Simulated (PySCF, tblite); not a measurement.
C6H9FN2Si.
SMILES: `C=CCn1nc(F)cc1[SiH3]`

Jobs on this species (19 atoms, 82 electrons) with PySCF (density fitting) and tblite. Hardware of each: Arm Neoverse V1, one thread, no GPU, shared host. Other jobs ran on the host; a repeat could differ by tens of per cent or more.

```json
{"level and settings": "GFN2-xTB", "work": "L-BFGS relaxation", "basis functions": "–", "SCF cycles": "–", "wall time": "0.73 s"}
{"level and settings": "GFN2-xTB", "work": "Hessian by finite differences", "basis functions": "–", "SCF cycles": "–", "wall time": "0.95 s"}
{"level and settings": "PBE0/pcSseg-1", "work": "shieldings, ring-centre shieldings, charges and field gradients", "basis functions": "222", "SCF cycles": "?", "wall time": "?"}
```

Problem. Fill in the missing figures.

Solution. 
- PBE0/pcSseg-1; shieldings, ring-centre shieldings, charges and field gradients: 49 s, 14 SCF cycles

Problem. What do all jobs in the table cost together?

Solution. About 51 s; the longest takes about 97 % of that, and about 67 times as long as the shortest.
